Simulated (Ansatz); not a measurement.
Consider the ligand exchange at the Si–S bond: `BCS[SiH2]F` + HI → `F[SiH2]I` + `BCS`.

Gas-phase electronic energies from Ansatz, PBE0-D4/def2-TZVP geometries. CCSD(T)/CBS adds triple-zeta CCSD(T) − MP2 to the extrapolated MP2 energy (def2 sets, frozen cores). DFT in def2-TZVPP. B3LYP here is the variant with VWN-RPA as its local correlation; programs differ in this. HSE06 is defined as in plane-wave codes. Elements past krypton have def2 core potentials. For I outer-core shells are correlated without core-valence functions, which leaves a few kJ/mol of doubt a bond. One conformer a species, not always the lowest.

Question: Is it downhill or uphill in electronic energy at CCSD(T)/CBS, and by how much? (Estimate.)

Answer: Ansatz gave: Downhill: ΔE = -4.3 kcal/mol.

Question: What do these levels give: PBE0-D4, HSE06-D4, PBE-QIDH, B3LYP, MP2/def2-TZVPP, MP2/def2-QZVPP? (Estimate.)

Answer: The calculation gave: PBE0-D4 -3.9, HSE06-D4 -3.9, PBE-QIDH -4.3, B3LYP -4.3, MP2/def2-TZVPP -4.0, MP2/def2-QZVPP -4.8 kcal/mol.

Question: What do rigid-rotor, harmonic-oscillator terms from PBE0-D4/def2-TZVP frequencies (298.15 K, 1 bar) make of the CCSD(T)/CBS value? (Estimate.)

Answer: Ansatz gave: ΔZPE = +1.3 kcal/mol, ΔH = -3.5 kcal/mol, ΔS = 24 J/(mol·K), ΔG = -5.3 kcal/mol. Modes under 50 cm⁻¹ make the entropy rough.

Largest T1 diagnostic among the species: 0.011.

In def2-TZVPP, CCSD(T) changes the Hartree–Fock value by +2.3 kcal/mol (the triples alone add +0.4 kcal/mol) and MP2 by +1.4 kcal/mol. Leaving LDA and LC-ωPBE aside and taking each functional with its dispersion term where it has one, the values, not all of them listed here, spread over 2.0 kcal/mol, from PBE-QIDH to B97M-V. LDA lies +1.0 kcal/mol from PBE without D4.
